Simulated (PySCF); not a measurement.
TeCl4, SMILES Cl[Te](Cl)(Cl)Cl.

Coordinates come from a B3LYP-D3(BJ)/def2-SVP optimisation. The isomer is the one that the SMILES or the coordinates give; other isomers of the formula were not compared. The def2 effective core potentials stand for the cores of Te; spin–orbit coupling is left out.

The numbers are results of PBE/def2-TZVP (PySCF), not measurements.

Isolated molecule, no solvent.

```
Item                                                                                                            Result
---------------------------------------------------------------------------------------------  -----------------------
total energy                                                                                       -2108.20527 hartree
point group                                                                                                        C2v
highest occupied level                                                                                        -7.39 eV
lowest empty level                                                                                            -4.53 eV
orbital gap                                                                                                    2.86 eV
dipole moment                                                                                                   0.96 D
quadrupole, principal values (traceless, Buckingham form, about the centre of nuclear charge)   -12.44, 5.45, 6.99 D·Å
mean static polarisability                                                                       99.0 bohr³ (14.67 Å³)
polarisability, principal values                                                               71.9, 91.6, 133.4 bohr³
```
